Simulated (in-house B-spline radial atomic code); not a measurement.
Ionising the calcium ion Ca⁺ with different functionals

Computed with a B-spline radial code for spherical atoms: non-relativistic Hamiltonian, point nucleus, spin-polarised at highest spin, spherical fractional occupations for the functionals, and exact exchange of hybrids averaged over the configuration. The ionisation energy is the difference of two self-consistent energies, [Ar] 4s1 → [Ne] 3s2 3p6, without Breit or QED terms; ε is the level of the shell that loses the electron (its least bound occupied spin orbital).

```json
{"method": "PBE0", "rung": "global hybrid", "ΔSCF (eV)": "11.87", "-ε(4s) (eV)": "9.91"}
{"method": "B3LYP", "rung": "global hybrid", "ΔSCF (eV)": "12.10", "-ε(4s) (eV)": "9.86"}
{"method": "TPSSh", "rung": "global hybrid", "ΔSCF (eV)": "11.69", "-ε(4s) (eV)": "9.45"}
{"method": "M06-2X", "rung": "global hybrid", "ΔSCF (eV)": "11.83", "-ε(4s) (eV)": "10.81"}
{"method": "BHandHLYP", "rung": "global hybrid", "ΔSCF (eV)": "11.89", "-ε(4s) (eV)": "10.45"}
{"method": "r2SCAN0", "rung": "global hybrid", "ΔSCF (eV)": "11.70", "-ε(4s) (eV)": "9.99"}
{"method": "B97-1", "rung": "global hybrid", "ΔSCF (eV)": "11.65", "-ε(4s) (eV)": "9.60"}
{"method": "HSE06", "rung": "range-separated hybrid", "ΔSCF (eV)": "11.89", "-ε(4s) (eV)": "9.58"}
{"method": "wB97X", "rung": "range-separated hybrid", "ΔSCF (eV)": "11.41", "-ε(4s) (eV)": "11.41"}
{"method": "CAM-B3LYP", "rung": "range-separated hybrid", "ΔSCF (eV)": "12.04", "-ε(4s) (eV)": "10.93"}
{"method": "LC-wPBE", "rung": "range-separated hybrid", "ΔSCF (eV)": "11.68", "-ε(4s) (eV)": "11.73"}
```

Question: Among the functionals, which spreads more, the ΔSCF values or the orbital energies?

Answer: The orbital energies: ΔSCF values span about 0.69 eV and the orbital energies 2.28 eV.

Question: How do they compare with the NIST value?

Answer: NIST lists 11.872 eV (measured, ground level to ground level). Errors run from -0.46 to +0.23 eV; PBE0 is closest (+0.00 eV), but part of that can be cancellation, since the calculations leave out relativity, Breit-QED terms.
